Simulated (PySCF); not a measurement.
```xyz
4
charge 0 multiplicity 1, angstrom
Al    0.0000    0.0000    0.0000
F    -0.0025    0.0000    1.6291
F     1.4121    0.0000   -0.8124
F    -1.4096    0.0000   -0.8167
```

Level of theory: PySCF, PBE0, basis Al def2-TZVP, F def2-TZVP (no relativity, density fitting).

This geometry of AlF3 is a stationary point at this level.

(1) What is the point group?

(2) Is it a minimum?

(3) What are the dipole moment and the gap between the highest occupied and lowest empty levels?

(4) Give the atomic charges and bond orders.

(5) What is the atomisation energy, with and without zero-point energy?

Results:

(1) D3h.

(2) Yes: all harmonic wavenumbers are real.

(3) 0.00 D and 10.23 eV.

(4) 
```json
{"atom": "Al1", "Mulliken": "0.96", "Löwdin": "-0.01", "polar tensor": "1.90", "Mayer order to Al1": "–"}
{"atom": "F2,3,4", "Mulliken": "-0.32", "Löwdin": "0.00", "polar tensor": "-0.63", "Mayer order to Al1": "1.14"}
```

(5) 1719 kJ/mol without, 1698 kJ/mol with.
